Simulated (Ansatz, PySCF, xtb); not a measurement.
Complex: HF (SMILES F) (first 2 atoms) with H2S (SMILES S); geometry from B3LYP-D3(BJ)/def2-TZVP, rigid monomers moved along the line of their centres of mass till H2···S3 is 3.14 Å.
(charge 0, multiplicity 1):
```xyz
5

F      0.004    -0.141    -0.343
H      0.128    -0.354     0.563
S      0.376    -0.848     3.653
H     -0.934    -0.644     3.871
H      0.685     0.433     3.917
```

Counterpoise-corrected where a basis set is named; no monomer relaxation.

Frozen-core correlation. Rows in 6-31G* carry no dispersion term and start afresh at each structure (6-31G* with six Cartesian d functions).

The values were computed with Ansatz (Gaussian orbitals); PySCF for 6-31G* rows, the dispersion terms; xtb for the GFN methods. Values without a source in brackets are computed.

```tsv
level	interaction energy (kJ/mol)
GFN2-xTB	-5.9
HF/6-31G*	-10.3
HF/aug-cc-pV(D+d)Z	-10.4
PBE-D3(BJ)/def2-TZVPPD	-13.4
B3LYP-D3(BJ)/def2-TZVPPD	-12.5
B3LYP-D4/def2-TZVPPD	[?]
PBE0-D4/def2-TZVPPD	-12.5
wB97M-V/def2-TZVPPD	[?]
SCS-MP2/aug-cc-pV(T+d)Z	-10.7
```

What belongs in the gaps?


- B3LYP-D4/def2-TZVPPD, interaction energy (kJ/mol): -12.0
- wB97M-V/def2-TZVPPD, interaction energy (kJ/mol): -11.5

Ansatz is an electronic-structure program.
